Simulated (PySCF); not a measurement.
Input and output of a TDDFT job on `B[Si@@H](N)[SiH3]`.

Theory: TDDFT CAM-B3LYP/def2-SVPD, vertical, gas phase, core orbitals frozen in the response in PySCF.

Input of the driver that calls PySCF (job settings, then Cartesian coordinates in Å):

```
{"job": {"kind": "uv", "xc": "CAM-B3LYP", "basis": "def2-SVPD", "ip": true, "dynamic": false}, "charge": 0, "multiplicity": 1}
B     -1.3028     1.3614     0.6694
Si    -0.3721    -0.3836     0.4258
N     -1.0375    -1.3756    -0.8410
Si     1.7971     0.2345    -0.2645
H     -2.1460     1.7787    -0.0899
H     -0.9570     2.0791     1.5799
H     -0.1906    -1.0569     1.7643
H     -0.5502    -2.2224    -1.1135
H     -2.0410    -1.5207    -0.8759
H      2.5653     0.8408     0.8672
H      1.7473     1.2209    -1.3887
H      2.5335    -0.9782    -0.7469
```

The self-consistent field part of the output:

```
coarse grid: 10360 points
cycle   1  E = -662.9758983318  dE = -1.476e-01  |g| = 3.733e-01  |ddm| = 3.828e+00
cycle   2  E = -662.9755285050  dE =  3.698e-04  |g| = 4.115e-01  |ddm| = 1.164e+00
cycle   3  E = -663.0123067662  dE = -3.678e-02  |g| = 3.628e-02  |ddm| = 4.895e-01
cycle   4  E = -663.0127369009  dE = -4.301e-04  |g| = 8.209e-03  |ddm| = 1.001e-01
cycle   5  E = -663.0127644125  dE = -2.751e-05  |g| = 2.116e-03  |ddm| = 2.855e-02
cycle   6  E = -663.0127664838  dE = -2.071e-06  |g| = 4.530e-04  |ddm| = 6.433e-03
final grid: 89032 points
cycle   7  E = -663.0971368775  dE = -9.679e-06  |g| = 2.287e-03  |ddm| = 2.431e-02
cycle   8  E = -663.0971365052  dE =  3.723e-07  |g| = 2.757e-03  |ddm| = 5.292e-03
cycle   9  E = -663.0971381078  dE = -1.603e-06  |g| = 9.552e-05  |ddm| = 3.046e-03
cycle  10  E = -663.0971381140  dE = -6.146e-09  |g| = 4.146e-05  |ddm| = 4.096e-04
cycle  11  E = -663.0971381149  dE = -9.657e-10  |g| = 9.707e-06  |ddm| = 1.092e-04
converged SCF energy = -663.0971381149
```

Q: What follows in the output?

A: 
```
Static polarisability (au): isotropic 84.573, principal 74.316 82.242 97.161

Singlet excitations
state   eV       nm        f      main configurations
  1   4.0581    305.5   0.02701   H-1->L 0.83
  2   4.4856    276.4   0.03889   H->L 0.95
  3   5.5602    223.0   0.00117   H-5->L 0.54, H-4->L 0.39
  4   5.9999    206.6   0.06305   H-2->L 0.76, H-1->L 0.08
  5   6.1887    200.3   0.00771   H->L+1 0.76
  6   6.9094    179.4   0.01287   H-1->L+1 0.65
  7   7.0021    177.1   0.01779   H->L+2 0.33, H-3->L 0.33, H-1->L+1 0.10
  8   7.1036    174.5   0.06414   H->L+2 0.39, H-3->L 0.33
  9   7.3353    169.0   0.01116   H->L+4 0.35, H->L+3 0.20, H-4->L 0.09
 10   7.4199    167.1   0.03374   H-4->L 0.28, H-5->L 0.21, H-3->L 0.15

Triplet excitations (Tamm-Dancoff, eV): 3.2279 4.0982 4.8777 5.5867
Vertical ionisation energy (delta-SCF) = 9.3753 eV
Vertical electron affinity (delta-SCF) = 0.6241 eV
```

The SCF starts on a coarse grid; the energy jumps when the final grid takes over, and dE counts afresh there. The run used 152 basis functions and 11 SCF iterations for the ground state.

On one thread, Intel Xeon Platinum 8488C (x86_64) (shared host), this took 61 s wall and 0.74 GiB of memory at its peak.

The structure is a single PBE0-D3(BJ)/def2-SVP conformer in the gas phase; no vibrational or solvent corrections.
